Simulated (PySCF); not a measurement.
CH3BrFGa, SMILES [CH3][Ga]([F])[Br] (PBE0/def2-SVP optimised geometry):

```
7

Ga    -0.479    -0.152     0.000
F     -1.363    -1.665    -0.008
Br    -1.857     1.665     0.000
C      1.462    -0.152     0.000
H      1.857     0.866     0.114
H      1.820    -0.578    -0.949
H      1.826    -0.787     0.821
```

Computed with PBE0/def2-TZVP in PySCF 2.14.0.

Problem. What are the frontier orbital energies and the dipole moment?

Solution. HOMO-2 -9.23 eV, HOMO-1 -8.77 eV, HOMO -8.51 eV, LUMO -1.07 eV, LUMO+1 -0.88 eV; dipole moment 3.00 D.

On the same geometry PySCF with PBE/def2-TZVP gives HOMO-2 -7.86 eV, HOMO-1 -7.47 eV, HOMO -7.20 eV, LUMO -1.85 eV, LUMO+1 -1.80 eV; dipole moment 2.91 D.

Meta-Löwdin charges at PBE0/def2-TZVP: Ga1 0.89, F2 -0.51, Br3 -0.26, C4 -0.58, H5 0.15, H6 0.15, H7 0.15.
